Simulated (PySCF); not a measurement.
PySCF input (BP86/6-31G* with LANL2DZ past Ar (5d)):

```python
from pyscf import gto, dft

mol = gto.M(
    atom='''
    Zn   -0.00000000   -0.00000000   -0.04961585
    H     0.00000000    0.00000000    1.48847542
    ''',
    basis={'default': '6-31g*', 'Zn': 'lanl2dz'},
    ecp={'Zn': 'lanl2dz'},
    charge=1,
    spin=0,
    verbose=4,
)

mf = dft.RKS(mol, xc='bp86')
mf.grids.level = 3
mf.conv_tol = 1e-9
mf.max_cycle = 100
mf.max_memory = 1500
mf.kernel()
if not mf.converged:
    mf = mf.newton()
    mf.kernel(mf.make_rdm1())
mf.dip_moment()
```

Output:

```
PySCF version 2.14.0

[INPUT] verbose = 4
[INPUT] num. atoms = 2
[INPUT] num. electrons = 12
[INPUT] charge = 1
[INPUT] spin (= nelec alpha-beta = 2S) = 0
[INPUT] symmetry False subgroup None
[INPUT] Mole.unit = angstrom
[INPUT] Symbol           X                Y                Z      unit          X                Y                Z       unit  Magmom
[INPUT]  1 Zn     0.000000000000   0.000000000000  -0.049615850000 AA    0.000000000000   0.000000000000  -0.093760367938 Bohr   0.0
[INPUT]  2 H      0.000000000000   0.000000000000   1.488475420000 AA    0.000000000000   0.000000000000   2.812810886947 Bohr   0.0

nuclear repulsion = 4.12857588811358
number of shells = 8
number of NR pGTOs = 38
number of NR cGTOs = 20
basis = {'default': '6-31g*', 'Zn': 'lanl2dz'}
ecp = {'Zn': 'lanl2dz'}

******** <class 'pyscf.dft.rks.RKS'> ********
method = RKS
initial guess = minao
damping factor = 0
level_shift factor = 0
DIIS = <class 'pyscf.scf.diis.CDIIS'>
diis_start_cycle = 1
diis_space = 8
diis_damp = 0
SCF conv_tol = 1e-09
SCF conv_tol_grad = None
SCF max_cycles = 100
direct_scf = True
direct_scf_tol = 1e-13
XC library pyscf.dft.libxc version 7.1.2
    S. Lehtola, C. Steigemann, M. J. T. Oliveira, and M. A. L. Marques,  SoftwareX 7, 1–5 (2018)
XC functionals = bp86
    A. D. Becke,  Phys. Rev. A 38, 3098 (1988)
    J. P. Perdew,  Phys. Rev. B 33, 8822 (1986)
    J. P. Perdew,  Phys. Rev. B 34, 7406–7406 (1986)
radial grids:
    Treutler-Ahlrichs [JCP 102, 346 (1995); DOI:10.1063/1.469408] (M4) radial grids

becke partition: Becke, JCP 88, 2547 (1988); DOI:10.1063/1.454033
pruning grids: <function nwchem_prune>
grids dens level: 3
symmetrized grids: False
atomic radii adjust function: <function treutler_atomic_radii_adjust>
small_rho_cutoff = 0
Set gradient conv threshold to 3.16228e-05
Initial guess from minao.
tot grids = 30448
init E= -62.7783583423373

WARN: HOMO 0.202821497976234 == LUMO 0.202821497976235

cycle= 1 E= -24.9228449953552  delta_E= 37.9  |g|= 3.17  |ddm|= 9.16
  HOMO = -2.66870557769234  LUMO = -2.62236215485627  gap/eV = 1.26107
cycle= 2 E= -59.4170612777762  delta_E= -34.5  |g|= 3.57  |ddm|= 9.61
  HOMO = -1.44862785824363  LUMO = -1.17201475530008  gap/eV = 7.52703
cycle= 3 E= -63.8767934395679  delta_E= -4.46  |g|= 3.37  |ddm|= 2.87
  HOMO = -1.44238630727043  LUMO = -1.1676205705262  gap/eV = 7.47676
cycle= 4 E= -63.8961125232912  delta_E= -0.0193  |g|= 3.35  |ddm|= 0.113
  HOMO = -1.47105121430273  LUMO = -1.17392374528036  gap/eV = 8.08525
cycle= 5 E= -64.0497896909734  delta_E= -0.154  |g|=  3.3  |ddm|= 0.446
  HOMO = -1.32694142479473  LUMO = -1.0422550571865  gap/eV = 7.74671
cycle= 6 E= -64.2226394186489  delta_E= -0.173  |g|=  3.2  |ddm|= 0.265
  HOMO = -0.888154428544943  LUMO = -0.682161065134563  gap/eV = 5.60536
cycle= 7 E= -65.3920823960772  delta_E= -1.17  |g|= 2.27  |ddm|= 0.773
  HOMO = -0.582213111553725  LUMO = -0.413549473939428  gap/eV = 4.58957
cycle= 8 E= -66.2050425556591  delta_E= -0.813  |g|= 0.441  |ddm|= 0.942
  HOMO = -0.572331181776037  LUMO = -0.395330556933262  gap/eV = 4.81643
cycle= 9 E= -66.2308365320798  delta_E= -0.0258  |g|= 0.0508  |ddm|= 0.17
  HOMO = -0.567478625058215  LUMO = -0.390188727297296  gap/eV = 4.82430
cycle= 10 E= -66.2311667242238  delta_E= -0.00033  |g|= 0.000952  |ddm|= 0.0213
  HOMO = -0.567614295290869  LUMO = -0.390308231554041  gap/eV = 4.82474
cycle= 11 E= -66.2311668530333  delta_E= -1.29e-07  |g|= 6.42e-05  |ddm|= 0.000447
  HOMO = -0.567602707487632  LUMO = -0.390304323348758  gap/eV = 4.82453
cycle= 12 E= -66.2311668539871  delta_E= -9.54e-10  |g|= 2.69e-05  |ddm|= 9.86e-05
  HOMO = -0.567615569280653  LUMO = -0.390308277955547  gap/eV = 4.82478
Extra cycle  E= -66.2311668533493  delta_E= 6.38e-10  |g|= 3.96e-05  |ddm|= 9.27e-05
converged SCF energy = -66.2311668533493

WARN: System has nonzero charge 1; the dipole moment is origin-dependent.
Location of origin: [0. 0. 0.]

Dipole moment(X, Y, Z, Debye):  0.00000,  0.00000, -2.17282
```

The dipole moment of an ion depends on the origin.
